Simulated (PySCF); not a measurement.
Sulfur: a sound run and one with changed settings

Sound run: S⁺ [Ne] 3s2 3p3, S²⁺ [Ne] 3s2 3p2. Calculation: PySCF 2.14, in cc-pV(D+d)Z (4s3p2d, 23 functions); no relativity, point nucleus. In the sound run the correlated levels freeze [Ne]. The sound run starts from symmetry-adapted Hartree-Fock orbitals and uses a fine grid where one is needed.

A second run was set up differently.

| species | method | sound run (hartree) | changed run (hartree) | converged |
| --- | --- | --- | --- | --- |
| S⁺ | MP2 | -397.22873 | -397.28200 | yes |
| S⁺ | CCSD(T) | -397.24984 | -397.30119 | yes |
| S²⁺ | MP2 | -396.37712 | -396.43017 | yes |
| S²⁺ | CCSD(T) | -396.40124 | -396.45275 | yes |

Ionisation energy of S⁺:

| method | sound run (eV) | changed run (eV) |
| --- | --- | --- |
| UHF | 22.742 | 22.742 |
| MP2 | 23.173 | 23.179 |
| SCS-MP2 | 23.017 | 23.020 |
| CCSD | 23.088 | 23.084 |
| CCSD(T) | 23.092 | 23.087 |

(1) What was changed?
A. basis contracted for another Hamiltonian
B. too few SCF iterations
C. all electrons correlated in a valence basis
D. a valence shell is frozen

Answers

(1) C. A valence basis has no tight correlating functions, so it recovers only part of the core correlation, and not evenly between atom and ion.
